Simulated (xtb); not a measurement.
ZnClBr, SMILES [Cl][Zn][Br]. All values are semi-empirical tight-binding results from xtb (GFN2-xTB unless named), good for trends rather than for accurate numbers. Geometry optimised at GFN2-xTB.

For metal compounds this method's bond lengths and energies can be far off.

Computed properties:
```yaml
point_group_as_xtb_finds_it: Cs
orbital_gap: 3.92 eV
zero_point_energy: 0.7 kcal/mol
G − E(el) at 298.15 K (modified RRHO): -18.2 kcal/mol
```
